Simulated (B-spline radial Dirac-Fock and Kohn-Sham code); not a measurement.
## K-line shifts caused by a second vacancy in Ru³⁺

System: Ru³⁺ in the configuration [Kr] 4d5, inside a Watson sphere of charge -3 and radius 2.7 Å (a model of the Madelung potential; inside it an electron's potential energy is raised by 16.0 eV).

The run's input, task.json:

```json
{"items": [{
  "Z": 44,
  "q": 3,
  "cfg": [[1, 0, 2], [2, 0, 2], [2, 1, 6], [3, 0, 2], [3, 1, 6], [3, 2, 10], [4, 0, 2], [4, 1, 6], [4, 2, 5]],
  "A": 102,
  "rrms": 4.4809,
  "watson": [-3, 2.7],
  "do": ["binding", "quiet", "double"]
}]}
```

Run with: `python xray_run.py task.json out`

Model: Dirac-Fock (average of configuration) total-energy differences with a finite nucleus, the Breit interaction including its frequency dependence, and self-energy and vacuum-polarisation corrections. Program: an atomic code on a B-spline grid. Each two-hole energy is an average over J within one jj subconfiguration, not an observable level; in light atoms, where LS coupling holds, the j-resolved values are not observed lines, and for a K spectator the Kα1 hypersatellite is nearly forbidden. Correlation and solid-state effects are left out.

Lines without a spectator: Kα2 (K-L2) 19148.5 eV, Kα1 (K-L3) 19277.5 eV, Kβ3 (K-M2) 21631.0 eV, Kβ1 (K-M3) 21653.5 eV. Shifts in eV with one spectator hole (a dash: not computed, or left out as unreliable):

```
spectator hole    Kα2    Kα1     Kβ3     Kβ1
    L2 (2p1/2)  +52.5  +65.6       –  +141.2
    L3 (2p3/2)  +53.6  +53.1  +128.4       –
    M2 (3p1/2)      –  +6.79  +15.79  +19.36
    M3 (3p3/2)  +5.30      –  +16.94  +16.35
    M4 (3d3/2)  +0.58  -1.60       –       –
    M5 (3d5/2)  -1.93  -0.40       –       –
```

Question: Where does the K-L3 hypersatellite lie, emitted when both K electrons are missing?

Answer: +505.6 eV from the normal line, at 19783.1 eV. Removing both K electrons costs 44982.0 eV, which is 684.2 eV more than twice the K binding energy.

With n spectator holes in 2p, averaged over the 2p shell (energies in eV):

```csv
n,KαLⁿ,step,hypersatellite KαʰLⁿ
0,19234.5,–,19736.1
1,19291.0,+56.5,19794.0
2,19348.7,+57.7,19853.0
3,19407.7,+58.9,19913.4
4,19467.8,+60.2,19974.9
5,19529.2,+61.4,20037.7
```
